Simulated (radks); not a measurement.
Task: Valence configurations of Er (all share [Xe]). Calculated with a radial shooting solver on a logarithmic mesh with Libxc functionals: Dirac Kohn-Sham, PBE, spin-unpolarised, spherical densities, finite nucleus; open shells fill j = l - 1/2 first; Fermi nuclear charge, rms radius 5.2516 fm. Order these by energy: 4f12 6s2; 4f12 6s1 6p1; 4f11.5 6s2 6p0.5; 4f11 5d1 6s2; 4f11.5 5d0.5 6s2; 4f12 6s1.5 6p0.5; 4f11 6s2 6p1; 4f12 5d1 6s1; 4f12 5d0.5 6s1.5.

Result: From the lowest, in eV above it: 4f12 6s2 0.000; 4f12 6s1.5 6p0.5 1.284; 4f11.5 5d0.5 6s2 1.372; 4f12 5d0.5 6s1.5 1.414; 4f11.5 6s2 6p0.5 1.585; 4f12 6s1 6p1 2.605; 4f12 5d1 6s1 2.847; 4f11 5d1 6s2 3.986; 4f11 6s2 6p1 5.225. NIST lists [Xe] 4f12 6s2 as the ground configuration; this level of theory agrees among the configurations tried. The energies are those of spherical spin-averaged densities, not of single terms. No valid solution was reached for [Xe] 4f14.
